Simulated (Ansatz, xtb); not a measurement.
C5H5Cl3O: which of two isomers lies lower

We compare I, `C[C@H](C=C=O)C(Cl)(Cl)Cl`, a singlet, with II, `CCC(=C=O)C(Cl)(Cl)Cl`, a singlet. Both are isolated molecules in the gas phase, relaxed with B3LYP-D3(BJ)/def2-SVP; each stands in its lowest conformer found.

Quicker runs give these differences E(II) − E(I): GFN2-xTB +5.0 kJ/mol; HF/STO-3G −7.2 kJ/mol (at GFN2-xTB geometries); r2SCAN-D4/def2-SVP +9.3 kJ/mol (at GFN2-xTB geometries).

**Question.** Estimate E(II) − E(I) at the level CCSD(T)/def2-SVP + ΔMP2/def2-TZVPP.

**Answer.** Calculated at CCSD(T)/def2-SVP + ΔMP2/def2-TZVPP: E(II) − E(I) = +16.5 kJ/mol, so structure I lies lower.

How the difference moves with the method:

```tsv
level	geometry	E(II) − E(I) (kJ/mol)	departure from the last row (kJ/mol)	job, with rough time for the two
GFN2-xTB	GFN2-xTB	+5.0	−11.5	optimisation, 0.26 s
HF/STO-3G	GFN2-xTB	−7.2	−23.7	single point, 0.66 s
r2SCAN-D4/def2-SVP	GFN2-xTB	+9.3	−7.2	single point, 5.4 s
B3LYP-D3(BJ)/def2-SVP	B3LYP-D3(BJ)/def2-SVP	+9.8	−6.7	optimisation, 68 s
HF/def2-SVP	B3LYP-D3(BJ)/def2-SVP	+17.8	+1.3	part of the CCSD(T) run
MP2/def2-SVP	B3LYP-D3(BJ)/def2-SVP	+13.9	−2.6	part of the CCSD(T) run
CCSD(T)/def2-SVP	B3LYP-D3(BJ)/def2-SVP	+14.5	−2.0	single point
CCSD(T)/def2-SVP + ΔMP2/def2-TZVPP	B3LYP-D3(BJ)/def2-SVP	+16.5		single point, 2.6 min
```

As drawn, both hold the same kinds of bond in the same numbers.

HF/STO-3G puts the two in the other order. The largest departure from CCSD(T)/def2-SVP + ΔMP2/def2-TZVPP is that of HF/STO-3G, 23.7 kJ/mol. The last row adds to CCSD(T) the change of the MP2 difference between the two basis sets, here +2.0 kJ/mol.

With thermal terms from frequencies at re-optimised GFN2-xTB minima (ideal gas, soft modes damped towards free rotors, one conformer each, 298.15 K, 1 atm): on the last row, ΔE + ΔZPE = +18.0, ΔH = +18.7, ΔG = +16.3 kJ/mol.

The correlated steps freeze 21 core orbitals. Mirror images aren't counted in ΔG. Codes used: Ansatz 0.2.0, xtb 6.7.1; the last row on 4 threads of Arm Neoverse V2 on a shared host.
